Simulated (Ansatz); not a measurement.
CH$_{3}$BrClFSi (`FC([SiH3])(Cl)Br`). The species carries charge 0 and has multiplicity 1. The geometry is a stationary point of PBE0-D4/def2-TZVP.

```xyz
8

F     0.794    0.534    1.674
C     0.292    0.740    0.437
Si   -0.245   -0.896   -0.403
Cl    1.528    1.548   -0.536
Br   -1.275    1.894    0.616
H    -0.787   -0.544   -1.733
H     0.962   -1.750   -0.515
H    -1.270   -1.526    0.460
```

Q: What is the dipole moment at B3LYP/def2-TZVPP? (An estimate is asked.)

A: The calculation gave: 1.60 D, with components (-0.40, -1.29, -0.85) D in this frame, pointing from negative to positive charge.

Q: And with PBE, r2SCAN, ωB97M-V? (An estimate is asked.)

A: Computed: PBE 1.44 D, r2SCAN 1.58 D, ωB97M-V 1.62 D.

Q: Give the Mulliken charges with B3LYP, r2SCAN, PBE in def2-TZVPP. (Estimate.)

A: Ansatz gave: 
```
atom  B3LYP  r2SCAN    PBE
  F1  -0.16   -0.15  -0.11
  C2   0.20    0.21   0.18
 Si3   0.23    0.24   0.16
 Cl4  -0.08   -0.09  -0.07
 Br5  -0.08   -0.10  -0.08
  H6  -0.03   -0.03  -0.02
  H7  -0.04   -0.04  -0.03
  H8  -0.04   -0.04  -0.03
```

B3LYP here is the variant with VWN-RPA as its local correlation; programs differ in this.
